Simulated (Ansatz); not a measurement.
Gas-phase electronic energies from Ansatz, PBE0-D4/def2-TZVP geometries. CCSD(T)/CBS is the MP2 limit (def2-TZVPP, def2-QZVPP) plus CCSD(T) − MP2 in def2-TZVPP, frozen cores. DFT in def2-TZVPP. Each species was taken in one conformer, which may not be the lowest.

Reaction (isomerisation): `N[SiH2][SiH](O)O` → `O[SiH](O)N[SiH3]`

```tsv
level	ΔE (kJ/mol)
r2SCAN-D4	-96.1
MP2/CBS(def2)	-107.5
```

Question: What does CCSD(T)/CBS give? (An estimate is asked.)

Answer: The calculation gave: -101.4 kJ/mol. The listed levels differ from it by 5.3, -6.1 kJ/mol.

Largest T1 diagnostic among the species: 0.012.

In def2-TZVPP, CCSD(T) changes the Hartree–Fock value by +14.7 kJ/mol (the triples alone add +2.1 kJ/mol) and MP2 by +8.6 kJ/mol. From PBE to PBE0 (25 % exact exchange), in def2-TZVPP and without D4, ΔE moves by −9.7 kJ/mol.

CCSD(T)/CBS has its own doubt, a few kJ/mol and more with outer-core shells, so smaller differences from it don't rank the levels.
